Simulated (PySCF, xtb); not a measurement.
SnF, SMILES [F][Sn+] (connectivity only; charge and spin as stated), charge +1, multiplicity 1.

GFN2-xTB run with xtb at its own geometry gives an orbital gap of 4.90 eV.

Geometry optimised at PBE0-D3(BJ)/def2-TZVP. The multiplicity is an assumed one; other spin states were not compared. The def2 effective core potentials stand for the cores of Sn; spin–orbit coupling is left out.

What does ωB97X/def2-TZVPD run with PySCF give? (The exact figures need the calculation; the answer reports its results.)

gap 11.44 eV (levels -18.75 and -7.31 eV).
